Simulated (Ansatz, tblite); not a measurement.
Forces on [Cu(PH3)3]+ (CuP₃H₉⁺) at its B3LYP-D4/def2-SVP geometry. The state is a singlet with charge 1.

The xTB rows come from tblite.

GFN1-xTB (tblite), largest force 0.95 eV/Å:

```xyz
13
positions Å, forces eV/Å
Cu    0.002   -0.002   -0.001    0.001    0.002   -0.002
P    -0.369    2.058   -0.992   -0.105    0.703   -0.307
H    -0.991    2.161   -2.261    0.426    0.168    0.833
H     0.766    2.871   -1.242   -0.885   -0.338    0.075
H    -1.157    3.002   -0.287    0.553   -0.438   -0.637
P    -0.520   -1.946   -1.143   -0.193   -0.635   -0.405
H    -0.005   -2.107   -2.454   -0.461   -0.114    0.824
H    -1.889   -2.187   -1.421    0.947   -0.057    0.052
H    -0.180   -3.219   -0.620   -0.321    0.723   -0.526
P     0.892   -0.112    2.133    0.294   -0.070    0.716
H     2.087   -0.853    2.312   -0.784    0.521    0.135
H     0.106   -0.728    3.140    0.698    0.428   -0.483
H     1.259    1.063    2.836   -0.170   -0.894   -0.273
```

GFN2-xTB (tblite), largest force 0.77 eV/Å:

```
Cu 0.002 0.001 -0.002
P -0.069 0.610 -0.236
H 0.339 0.131 0.671
H -0.708 -0.294 0.052
H 0.430 -0.371 -0.514
P -0.186 -0.519 -0.363
H -0.350 -0.088 0.675
H 0.765 -0.038 0.064
H -0.252 0.584 -0.422
P 0.243 -0.093 0.607
H -0.625 0.435 0.091
H 0.548 0.360 -0.400
H -0.136 -0.717 -0.224
```

r2SCAN-D4/def2-TZVP (Ansatz), largest force 0.19 eV/Å:

```
Cu -0.002 0.001 0.000
P 0.019 -0.066 0.042
H 0.081 -0.015 0.166
H -0.146 -0.113 0.034
H 0.102 -0.129 -0.090
P 0.012 0.072 0.031
H -0.064 0.025 0.175
H 0.180 0.039 0.043
H -0.044 0.167 -0.067
P -0.031 -0.007 -0.072
H -0.157 0.098 -0.030
H 0.098 0.082 -0.138
H -0.048 -0.153 -0.093
```
